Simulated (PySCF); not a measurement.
Al(F)(NHMe)(OH) (CH5AlFNO), SMILES C[NH][Al]([OH])[F].

The structure is a stationary point at r2SCAN-D4/def2-SVP. The structure was generated by enumeration; whether it is a known compound was not checked. Other conformers were not sampled.

Level of theory: PBE/def2-TZVP in PySCF.

The molecule is in vacuum.

Computed frontier levels, gap, dipole moment and polarisability:
```yaml
highest_occupied_level: -5.52 eV
lowest_empty_level: -1.22 eV
orbital_gap: 4.29 eV
dipole_moment: 0.180 e·Å
quadrupole, principal values (traceless, Buckingham form, about the centre of nuclear charge): -9.64, 0.36, 9.28 D·Å
mean_static_polarisability: 47.8 bohr³ (7.08 Å³)
polarisability_principal_values: 41.1, 45.2, 57.0 bohr³
```
